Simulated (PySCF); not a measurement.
**Electron correlation in Sm³⁰⁺ (samarium, charge +30)**

Starting occupation: [Ar] 3d10 4s2 4p2, 4p1/2 with m_j = -1/2, +1/2. Computed with PySCF 2.14 in an even-tempered Gaussian basis (17 s from 2.8 bohr⁻², ratio 2.8; 13 p from 3.6 bohr⁻², ratio 2.8; 8 d from 6.4 bohr⁻², ratio 2.8; 4 f from 17 bohr⁻², ratio 3), with X2C-1e with screened-nucleus spin-orbit coupling, Gaussian nucleus. Frozen: [Ne]; 22 electrons correlated; the 74 highest virtual spinors left out.

MP2 pair energies summed by pair of shells (mhartree):

```
       pair   energy  share (%)
3d3/2-3d5/2  -183.95       20.3
3d5/2-3d5/2  -130.99       14.5
3d5/2-3p3/2   -64.30        7.1
3d3/2-3d3/2   -55.50        6.1
3d3/2-3p3/2   -43.39        4.8
4p1/2-4s1/2   -41.77        4.6
3d5/2-4s1/2   -39.69        4.4
3d5/2-4p1/2   -37.37        4.1
4s1/2-4s1/2   -34.15        3.8
4p1/2-4p1/2   -32.33        3.6
3d5/2-3p1/2   -24.95        2.8
3d3/2-4s1/2   -24.70        2.7
3p3/2-3p3/2   -23.99        2.7
3d3/2-4p1/2   -23.90        2.6
3d5/2-3s1/2   -21.80        2.4
3p1/2-3p3/2   -20.40        2.3
3d3/2-3p1/2   -16.31        1.8
3p3/2-4p1/2   -15.14        1.7
3p3/2-4s1/2   -14.54        1.6
3d3/2-3s1/2   -14.46        1.6
3p3/2-3s1/2   -11.26        1.2
3p1/2-3s1/2    -5.11        0.6
3p1/2-3p1/2    -5.05        0.6
3p1/2-4s1/2    -4.99        0.6
3p1/2-4p1/2    -4.48        0.5
3s1/2-3s1/2    -3.42        0.4
3s1/2-4p1/2    -3.40        0.4
3s1/2-4s1/2    -3.18        0.4
```

Total MP2 correlation energy: -904.54 mhartree.

At this charge the one-electron X2C treatment keeps the bare 1/r₁₂, with no two-electron picture change or Breit term. The effect here is smaller than on the frozen 1s shell.
